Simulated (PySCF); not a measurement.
# How methods differ on the excitation energy of Si

Si [Ne] 3s2 3p2 (3P) → Si [Ne] 3s1 3p3, s spin flipped, as a difference of total energies. Calculation: PySCF 2.14, in x2c-TZVPPall with one added diffuse shell each of s, p, d type (6s6p4d1f, 51 functions); the spin-free X2C one-electron Hamiltonian (Gaussian nucleus). Correlated levels: valence: [Ne] frozen; valence and next inner shell: 1s2 frozen. The calculations carry no spin-orbit coupling.

```tsv
method	excitation energy (cm⁻¹)
UHF	73890
LDA	54959
PBE	55324
PBE0	60009
r2SCAN	59217
BP86	55491
LC-wPBE	65750
wB97M-V	60935
BLYP	55772
MP2 (valence)	63641
SCS-MP2 (valence)	63193
MP2 (valence and next inner shell)	63266
SCS-MP2 (valence and next inner shell)	62887
```

The upper determinant mixes two multiplicities, so it lies between the two terms.
